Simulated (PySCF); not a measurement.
Worked example: refractive index and permittivity of the vapour

Si(F)(OH)(OMe)(NH2) (CH6FNO2Si), SMILES CO[Si](N)(O)F.

Geometry: PBE0-D3(BJ)/def2-SVP. This is a generated structure with no PubChem entry under its InChIKey; it may be hypothetical. The values are those of a single conformer.

PySCF with CAM-B3LYP/def2-TZVP gives a mean static polarisability of 47.4 bohr³ and a dipole moment of 1.73 D. Take an ideal gas at 298.15 K and 0.01 bar, whether or not the substance is that volatile.

Q: Work out n − 1 in the optical limit and the static ε − 1.

A: 
Polarisability volume α' = 47.4 × 0.148185 = 7.02 Å³. Number density N = p/kT = 2.43e-7 Å⁻³.
Dilute limit of Lorentz–Lorenz: n − 1 = 2π N α' = 1.1e-5.
Orientation term of Debye: μ²/(3kT) = 8.098 Å³ × μ²(D²) = 24.24 Å³.
ε − 1 = 4π N (α' + μ²/3kT) = 9.5e-5. Orientation of the dipole supplies 78 % of the static response; it can't follow optical fields. Vibrational polarisation and dispersion are left out.
